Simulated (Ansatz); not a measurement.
`OB(O)Br` and `NCB(O)O` differ in one atom or group.

Ansatz, PBE0-D4/def2-TZVP geometries, multiplicity 1. Each molecule was computed in one conformer, which needn't be the lowest.

Scalar relativity is left out up to krypton.

```csv
property,`OB(O)Br`
HOMO–LUMO gap (PBE/def2-TZVPP) / eV,6.70
HOMO energy (PBE/def2-TZVPP) / eV,-7.09
LUMO energy (ωB97M-V/def2-TZVPP) / eV,1.85
size of the dipole moment (ωB97M-V/def2-TZVPP) / D,2.04
size of the dipole moment (B3LYP/def2-TZVPP) / D,2.00
size of the dipole moment (PBE/def2-TZVPP) / D,1.99
```

Q: What does the change do to each property? (An estimate is asked.)

A: Computed: 
```
                                          property  `NCB(O)O`  shift
               HOMO–LUMO gap (PBE/def2-TZVPP) / eV       5.62  -1.08
                 HOMO energy (PBE/def2-TZVPP) / eV      -5.79   1.30
             LUMO energy (ωB97M-V/def2-TZVPP) / eV       2.00   0.15
size of the dipole moment (ωB97M-V/def2-TZVPP) / D       1.66  -0.38
  size of the dipole moment (B3LYP/def2-TZVPP) / D       1.68  -0.32
    size of the dipole moment (PBE/def2-TZVPP) / D       1.63  -0.36
```

With PBE0 the HOMO rises by 1.15 eV and the LUMO rises by 0.19 eV, so the gap narrows by about 0.96 eV. PBE moves the HOMO by 1.30 eV and ωB97M-V by 1.01 eV. Dipoles are sizes alone; their direction can turn.

B3LYP here is the variant with VWN-RPA as its local correlation; programs differ in this.

Spin–orbit coupling is left out; it splits and shifts lone-pair levels of the heavy atoms by tenths of an eV.
